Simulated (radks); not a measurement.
Values are calculated unless marked as measured or tabulated.
Question: The chlorine anion Cl-, [Ar], held by a Watson sphere: a shell of charge +1 at radius R that stands for the Madelung well of a crystal (potential energy -1/R inside, -1/r outside, in hartree with lengths in bohr). Level of theory: scalar-relativistic Kohn-Sham, LDA (Slater exchange, Perdew-Wang correlation), spin-polarised, spherical densities, finite nucleus; Fermi nuclear charge, rms radius of each element as measured or else 0.836 A^(1/3) + 0.57 fm (a radial shooting solver on a logarithmic mesh with Libxc functionals). Response by self-consistent Sternheimer equations with the Hartree and adiabatic LDA kernel, the relativistic mass of each level held fixed and spin-orbit coupling left out. The sphere does not respond.

| R (bohr) | e(2p) (eV) | e(3s) (eV) | e(3p) (eV) | <r> 3p (bohr) | sum of <r^2> (bohr^2) | X-ray form factor at sin(theta)/lambda = 0.2 1/angstrom | alpha (bohr^3) |
|---|---|---|---|---|---|---|---|
| 1.85 | -189.76 | -21.211 | -9.363 | 1.852 | 32.06 | 12.269 | 16.84 |
| 2.42 | -189.43 | -20.077 | -8.486 | 1.921 | 34.28 | 12.123 | 20.43 |
| 2.77 | -189.13 | -19.445 | -7.923 | 1.953 | 35.40 | 12.072 | 22.90 |
| 3.22 | -188.67 | -18.716 | -7.232 | 1.985 | 36.58 | 12.035 | 26.14 |
| 4.1 | -187.72 | -17.539 | -6.068 | 2.025 | 38.18 | 12.008 | 32.15 |
| 4.44 | -187.37 | -17.160 | -5.688 | 2.034 | 38.60 | 12.005 | 34.22 |

Estimate the row for R = 3.46 bohr.

Answer: e(2p) (eV) -188.40; e(3s) (eV) -18.364; e(3p) (eV) -6.889; <r> 3p (bohr) 1.999; sum of <r^2> (bohr^2) 37.10; X-ray form factor at sin(theta)/lambda = 0.2 1/angstrom 12.023; alpha (bohr^3) 27.85.
